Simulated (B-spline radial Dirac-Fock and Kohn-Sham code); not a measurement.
## Ba³¹⁺: scattering cross sections and density moments

System: Ba³¹⁺, configuration [Ar] 3d7.

Model: Dirac-Fock densities. Program: an atomic code on a B-spline grid.

```
Sum of ⟨r⟩                          : 4.801 bohr
Sum of ⟨r²⟩                         : 1.310 bohr²
Sum of ⟨1/r⟩                        : 305.46 per bohr
Langevin diamagnetic susceptibility : -1.04 × 10⁻⁶ cm³/mol
Lamb shielding (α²/3)Σ⟨1/r⟩         : 5422 ppm
```

Coherent scattering is the Thomson cross section weighted by f₀², without anomalous dispersion; incoherent scattering is Klein-Nishina weighted by S. The Lamb formula is the non-relativistic shielding expression. Electron correlation is left out. A dash stands where the photon energy is too low for the impulse approximation behind that column.

```
hν (keV)  coherent (b)  incoherent (b)  incoherent per electron (b)
  8.0478         356.4               –                            –
      10         330.1           1.506                       0.0602
      20         199.9           4.085                        0.163
      30         123.5           6.040                        0.242
      50         61.81           8.183                        0.327
     100         20.49           9.617                        0.385
     500         1.091           7.002                        0.280
    1000        0.2817           5.216                        0.209
```

Incoherent scattering overtakes coherent scattering between 100 and 500 keV.

Values without a named source are computed, but for edge energies of neutral atoms, which are taken from tables.
